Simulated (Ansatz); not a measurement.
CH₅SSn (`C[S][SnH2]`) radical, 8 atoms. The species carries charge 0 and has multiplicity 2. Correlated methods include outer-core shells of Sn, which these sets cover unevenly. Sn: def2 effective core potential. All runs use 4 threads of a server CPU on a shared host. Correlated methods freeze the cores. Open-shell runs search over several starts.

Give the basis size and wall time and peak host memory of each of these runs in Ansatz. UKS PBE0-D4/def2-TZVPP energy; UKS PBE0-D4/def2-SVP energy; UKS ωB97M-V/def2-QZVPP energy; UKS r2SCANh-D4/def2-TZVPP energy; UKS PBE0-D4/def2-TZVP frequencies; UHF-CCSD(T)/def2-TZVPP energy; UKS PBE0-D4/def2-QZVPP energy; UKS r2SCAN-D4/def2-TZVPP energy and forces; UHF-CCSD(T)/def2-SVP energy; UHF-MP2/def2-QZVPP energy; UKS ωB97M-V/def2-SVP energy; UKS revPBE-D4/def2-TZVPP energy. (Best estimate.)

The calculation gave: Other jobs shared the machine, so times are rough.

| level | job | functions | wall time | peak host memory (GiB) |
| --- | --- | --- | --- | --- |
| UKS PBE0-D4/def2-SVP | energy | 83 | 1.5 s | 0.23 |
| UKS revPBE-D4/def2-TZVPP | energy | 193 | 2.5 s | 0.28 |
| UKS PBE0-D4/def2-TZVPP | energy | 193 | 3.8 s | 0.57 |
| UKS r2SCANh-D4/def2-TZVPP | energy | 193 | 6.5 s | 0.61 |
| UKS ωB97M-V/def2-SVP | energy | 83 | 6.5 s | 0.41 |
| UKS r2SCAN-D4/def2-TZVPP | energy and forces | 193 | 6.5 s | 0.33 |
| UKS PBE0-D4/def2-QZVPP | energy | 359 | 12 s | 1.3 |
| UHF-CCSD(T)/def2-SVP | energy | 83 | 12 s | 0.56 |
| UHF-MP2/def2-QZVPP | energy | 359 | 17 s | 1.6 |
| UKS ωB97M-V/def2-QZVPP | energy | 359 | 25 s | 1.7 |
| UKS PBE0-D4/def2-TZVP | frequencies | 148 | 88 s | 0.45 |
| UHF-CCSD(T)/def2-TZVPP | energy | 193 | 3.9 min | 6.1 |
